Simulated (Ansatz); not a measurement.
A trace of molecular dynamics of Cl₂H₃InO (7 atoms, charge 0, multiplicity 1).

Method: RKS PBE/def2-SVP in Ansatz 0.2.0.

* ensemble: NVE (velocity Verlet)
* starting velocities drawn for: 100 K
* seed: 2977

```
time (fs)  T (K)  potential energy less start (eV)  conserved less start (meV/atom)
      0.0    100                             0.000                             0.00
      4.0     92                             0.005                             0.00
      8.0     76                             0.015                             0.01
     12.0     67                             0.021                             0.01
     16.0     64                             0.023                             0.01
     20.0     64                             0.023                             0.00
     24.0     57                             0.028                             0.00
     28.0     45                             0.035                             0.01
     32.0     39                             0.040                             0.01
     36.0     39                             0.039                             0.01
     40.0     45                             0.035                             0.01
     44.0     50                             0.032                             0.00
     48.0     50                             0.032                             0.00
     52.0     50                             0.033                             0.01
     56.0     46                             0.035                             0.01
     60.0     46                             0.035                             0.01
     64.0     49                             0.033                             0.01
     68.0     52                             0.031                             0.00
     72.0     55                             0.029                             0.00
     76.0     53                             0.030                             0.00
     80.0     48                             0.034                             0.01
     84.0     46                             0.035                             0.01
     88.0     48                             0.033                             0.01
     92.0     52                             0.031                             0.00
     96.0     52                             0.031                             0.00
    100.0     43                             0.037                             0.01
```

Question: Is this trajectory sound?

Answer: The conserved energy stayed within 0.012 meV per atom of its start (net change 0.0079 meV per atom), so the integration is sound. The temperature averaged 0.50 of the 100 K drawn at the start: a run that starts near a minimum puts about half its kinetic energy into the potential. A run of 0.1 ps of so small a system gives no equilibrium averages. The orbitals stay closed-shell, which can raise the energy where a bond breaks towards radicals; this wasn't checked here. The time step was 0.5 fs.

Time of the run: 2.4 min on 2 threads of Intel(R) Xeon(R) 6975P-C (Granite Rapids) (shared host), peak memory 0.14 GiB.
